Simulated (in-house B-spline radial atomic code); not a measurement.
Computed with a B-spline radial atomic code. Model: two electrons, singlet ground state, non-relativistic, full CI in B-splines with partial waves to l = 8 (at full coupling up to 3e-4 hartree above the limit, correlation up to 0.6 % small), density held at that of full coupling by Lieb maximisation.

Along the adiabatic connection the electron repulsion is scaled by a coupling λ while a local potential keeps the density fixed. At λ = 0 the system is the Kohn-Sham one and W equals the exchange energy; the exchange-correlation energy is the area under W between 0 and 1. The kinetic energy rises with λ as the electrons avoid each other, with dT/dλ = −λ dW/dλ.

Command:
```bash
python run_ac.py task.json out
```
Settings (lengths in bohr, energies in hartree):
```
potential              dot
strength               0.601
lmax                   8
second                 0.3
```

Run time, properties included: 17 s on 1 thread of Intel(R) Xeon(R) Processor @ 2.30GHz (shared host).

**W = mean repulsion less Hartree energy, and W of three functionals.**

Given: confinement charge in harmonic well; well frequency 0.601 hartree; nuclear charge 0.3; external potential omega^2 r^2/2 - Z/r.

Computed: LDA exchange minus exact 89.774 millihartree; SCAN exchange minus exact 2.7462 millihartree.

```
coupling  W xc (hartree)  W xc minus exchange (millihartree)  kinetic minus Kohn-Sham (millihartree)  LDA (PW92) W minus its exchange (millihartree)  PBE W minus its exchange (millihartree)  SCAN W minus its exchange (millihartree)
       0        -0.61429                                   0                                       0                                               0                                        0                                         0
    0.02               ?                                   ?                                       ?                                               ?                                        ?                                         ?
    0.05        -0.61906                              -4.771                                    0.12                                          -21.66                                    -7.17                                     -4.61
    0.12        -0.62544                             -11.152                                    0.66                                          -40.46                                   -16.37                                    -10.66
    0.25        -0.63644                             -22.151                                    2.68                                          -65.73                                   -31.37                                    -20.99
     0.4        -0.64789                             -33.608                                    6.39                                          -87.75                                   -46.21                                    -31.73
     0.6         -0.6614                             -47.117                                   13.11                                         -110.77                                   -63.08                                    -44.49
     0.8        -0.67321                              -58.92                                   21.35                                         -129.35                                   -77.49                                    -55.78
       1        -0.68359                             -69.302                                   30.67                                         -144.96                                   -90.04                                    -65.88
     1.4        -0.70097                             -86.681                                   51.39                                         -170.14                                  -111.03                                    -83.18
       2         -0.7209                             -106.61                                   84.97                                          -198.4                                  -135.45                                   -103.79
       3          -0.744                             -129.71                                  141.92                                         -231.34                                  -164.79                                   -128.73
     4.5        -0.76601                             -151.72                                  223.12                                         -263.82                                  -194.42                                   -153.33
       7               ?                                   ?                                       ?                                               ?                                        ?                                         ?
      10        -0.80262                             -188.34                                  470.78                                         -322.49                                  -249.14                                   -193.35
```

Question: What belongs in the row 0.02?

Answer: W xc (hartree): -0.61622; W xc minus exchange (millihartree): -1.93; kinetic minus Kohn-Sham (millihartree): 0.02; LDA (PW92) W minus its exchange (millihartree): -10.8; PBE W minus its exchange (millihartree): -2.93; SCAN W minus its exchange (millihartree): -1.88.

Question: What belongs in the row 7?

Answer: W xc (hartree): -0.78751; W xc minus exchange (millihartree): -173.22; kinetic minus Kohn-Sham (millihartree): 344.16; LDA (PW92) W minus its exchange (millihartree): -297.4; PBE W minus its exchange (millihartree): -225.58; SCAN W minus its exchange (millihartree): -177.33.

Question: What is the PBE exchange minus exact?

Answer: 26.248 millihartree.

**Energy parts, natural occupations and partial-wave weights.**

Computed: total energy 1.8531 hartree; exchange energy -0.61429 hartree; correlation energy -0.03863 hartree; kinetic part of the DFT correlation energy 0.030672 hartree; kinetic part over minus potential part 0.44259; Hartree energy 1.2286 hartree; Lieb Oxford ratio E_xc over LDA exchange 1.2448.

```csv
natural,occupation of the shell (electrons)
s,1.9634
p,0.032463
s,0.0026956
d,0.00092946
p,?
f,0.0001093
```

Question: What belongs in the row p?

Answer: occupation of the shell (electrons): 0.00024869.

```csv
wave,weight
s,0.98307
p,?
d,0.00048788
f,6.0631e-05
g,1.3348e-05
```

Question: What belongs in the row p?

Answer: weight: 0.016363.

Question: What is the Kohn-Sham kinetic?

Answer: 0.88459 hartree.

Question: What is the initial slope twice GL2?

Answer: -0.097244 hartree.

Half-way to full coupling W has made 58 % of its drop, against 50 % for a straight line, and second-order (GL2) theory, half the initial slope, overshoots the correlation energy by about 26 %: a moderate bend, as in light atoms. Over couplings 0 to 1 the errors in E_xc come to about +36 millihartree for LDA, +13 millihartree for PBE, +4.8 millihartree for SCAN, so SCAN is nearest. In LDA and PBE the errors of exchange and correlation have opposite signs, so the sum is smaller than the larger of the two.
